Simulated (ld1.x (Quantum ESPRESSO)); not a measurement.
What one change does to a pseudopotential (sulfur, ultrasoft)

sulfur (S), ultrasoft, made with ld1.x (Quantum ESPRESSO) 7.5 (PBE, scalar-relativistic). Core [Ne], reference 3s2 3p3.5 (charge +0.5). Waves: 3s (bound): rcut 1.25, rcutus 1.50 bohr; 3s channel at 0.05 Ry: rcut 1.25, rcutus 1.50 bohr; 3p (bound): rcut 1.40, rcutus 1.55 bohr; 3p channel at -0.5 Ry: rcut 1.40, rcutus 1.55 bohr. Local part: all-electron potential smoothed inside 1.35 bohr (lloc = -2). Core correction: a·sin(br)/r model core inside 1.00 bohr. Augmentation charge: built from norm-conserving waves at rcut, not smoothed further.

All-electron outer shells of the reference configuration (PBE, scalar-relativistic, ld1.x):

```csv
shell,level (eV),outermost node (bohr),outermost maximum (bohr)
3s,-22.24,0.60,1.40
3p,-11.70,0.58,1.57
```

Change: all radii but the core radius scaled by about 0.87 (s 1.30, p 1.34 bohr, rcut 1.08/1.20); local potential all-electron potential smoothed inside 1.16 bohr (lloc = -2).

Cutoffs: the cutoffs (Ry, on a coarse ladder) from which the occupation-weighted sum of valence levels, in a spherical-Bessel basis at the reference potential, stays within 10 and 1 mRy of its value at 400 Ry; they do not see the model core or the augmentation charge, which bear on the density cutoff. Errors are all-electron minus pseudo energies relative to the spin-unpolarised reference configuration.

Task: What does the change do?

Result: The potential gets harder (18 Ry and 35 Ry → 21 Ry and 45 Ry); of the 7 tests that both files solve, the error grows in 0 and shrinks in 3 by more than 15 % and 0.3 meV (median size 1.0 → 0.9 meV); neither file shows a bound ghost. A smaller radius makes the pseudo-wave follow the all-electron one further in, where it bends more sharply, so more plane waves are needed. Less of the atom is replaced, so other configurations are described better.

```tsv
quantity	base	changed
cutoff, loose	18 Ry	21 Ry
cutoff, tight	35 Ry	45 Ry
loose cutoff by channel (10 mRy a level)	s 10 Ry, p 12 Ry	s 18 Ry, p 10 Ry
bound ghosts	none	none
error for 3s2 3p4, meV [ΔE -4.66 eV]	+0.6	+0.5
error for 3s2 3p3, meV [ΔE 7.11 eV]	0.0	-0.1
error for 3s2 3p2, meV [ΔE 29.39 eV]	+7.0	+5.1
error for 3s2 3p4.3, meV [ΔE -6.37 eV]	+1.0	+0.9
error for 3s2 3p1, meV [ΔE 63.43 eV]	+39	+30
error for 3s0 3p6, meV [ΔE 16.08 eV]	-2.6	+1.0
error for 3s1 3p5, meV [ΔE 5.65 eV]	-0.4	+0.5
lowest overlap eigenvalue by channel	s 0.39, p 0.68	s 0.34, p 0.44
```
